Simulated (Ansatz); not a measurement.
Relaxation of GeH₅ (6 atoms, charge 0, multiplicity 2), to a largest force component of 0.03 eV/Å in at most 50 steps.

The calculation used Ansatz, UKS B3LYP/def2-SVP.

```xyz
6
Properties=species:S:1:pos:R:3:forces:R:3
Ge 0.000 0.000 -0.067 0.00 0.00 -0.07
H 0.000 0.000 1.484 0.00 0.00 -0.01
H 1.452 0.000 -0.584 0.00 0.00 0.02
H -0.725 1.257 -0.584 0.00 0.00 0.02
H -0.725 -1.257 -0.584 0.00 0.00 0.02
H 0.000 0.000 3.345 0.00 0.00 0.02
```

Where does it end, and by what steps?

The forces met the threshold. The force dipped under the threshold on the way, but the program's further checks kept it going. After 7 steps the energy has fallen by 0.011 eV; H6 moved furthest, 0.74 Å.

```
step  energy less start (eV)  largest force component (eV/Å)  accepted
   0                  0.0000                           0.068       yes
   1                 -0.0003                           0.020       yes
   2                 -0.0010                           0.038       yes
   3                 -0.0056                           0.088       yes
   4                 -0.0092                           0.018       yes
   5                 -0.0106                           0.047       yes
   6                 -0.0108                           0.008       yes
   7                 -0.0109                           0.007       yes
```

```xyz
6
Properties=species:S:1:pos:R:3
Ge 0.000 0.000 -0.215
H 0.000 0.000 1.326
H 1.453 0.000 -0.727
H -0.726 1.258 -0.727
H -0.726 -1.258 -0.727
H 0.000 0.000 4.081
```

The run took 16 s on 1 thread of Arm Neoverse V1, on a shared host, peak memory 0.13 GiB.
